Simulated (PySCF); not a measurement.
## Potential energy of BiH along the bond

Set-up: Bi cc-pVDZ-PP with ECP60, H cc-pVDZ; scalar-relativistic core potentials (PySCF 2.14). Energies in eV from Bi + H in their ground configurations at the same level. All curves are PBE0. state 1: ³Σ⁻ (triplet), unpaired electrons π ↑↑; state 2: Ms = 0 determinant of mixed spin (⟨S²⟩ near 1.0), unpaired electrons π ↑↓, a mixture of terms (⟨Lz²⟩ = 2.0), a second solution, started from another occupation; state 3: singlet, one real π or δ orbital doubly filled, a mixture of terms (⟨Lz²⟩ = 2.0), a second solution, started from another occupation; state 4: quintet, unpaired electrons σ ↑↑, π ↑↑, a second solution, started from another occupation.

```json
{"R (Å)": "1.552", "state 1": "-1.788", "state 2": "-1.442", "state 3": "-0.520", "state 4": "5.0635"}
{"R (Å)": "1.625", "state 1": "-2.081", "state 2": "-1.735", "state 3": "-0.812", "state 4": "4.3560"}
{"R (Å)": "1.697", "state 1": "-2.249", "state 2": "-1.902", "state 3": "-0.978", "state 4": "3.7569"}
{"R (Å)": "1.751", "state 1": "-2.310", "state 2": "-1.963", "state 3": "-1.038", "state 4": "3.3657"}
{"R (Å)": "1.805", "state 1": "-2.328", "state 2": "-1.980", "state 3": "-1.054", "state 4": "3.0156"}
{"R (Å)": "1.859", "state 1": "-2.311", "state 2": "-1.961", "state 3": "-1.035", "state 4": "2.7017"}
{"R (Å)": "1.931", "state 1": "-2.245", "state 2": "-1.893", "state 3": "-0.965", "state 4": "2.3326"}
{"R (Å)": "2.022", "state 1": "-2.111", "state 2": "-1.756", "state 3": "-0.827", "state 4": "1.9387"}
{"R (Å)": "2.130", "state 1": "-1.901", "state 2": "-1.541", "state 3": "-0.609", "state 4": "1.5485"}
{"R (Å)": "2.274", "state 1": "-1.577", "state 2": "-1.204", "state 3": "-0.270", "state 4": "1.1416"}
```

Task: Put a parabola through the three lowest points of the state 1 curve and estimate Re, k and ωe (reduced mass 1.003 u; 1 eV/Å² = 0.16022 mdyn/Å; ωe = 1302.8·√(k/μ) cm⁻¹).

Result: Through R = 1.751, 1.805, 1.859 Å the second-order coefficient is 6.00 eV/Å², so Re ≈ 1.806 Å, k ≈ 1.92 mdyn/Å and ωe ≈ 1804 cm⁻¹. A polynomial fit of higher order to the unrounded PBE0 energies gives Re = 1.804 Å, k = 1.93 mdyn/Å, ωe = 1807 cm⁻¹; anharmonicity and rounding make the difference.

The higher-order fit for each curve: state 1: Re = 1.804 Å, ωe = 1807 cm⁻¹, De = 2.33 eV; state 2: Re = 1.802 Å, ωe = 1818 cm⁻¹, minimum 1.98 eV below the ground-state fragments; state 3: Re = 1.800 Å, ωe = 1825 cm⁻¹, minimum 1.05 eV below the ground-state fragments. State 4 gave no clean fit.

These are scalar-relativistic numbers at best; spin–orbit coupling would shift them, the dissociation energy most. The state was picked by a PBE0 search and need not be the measured ground state.
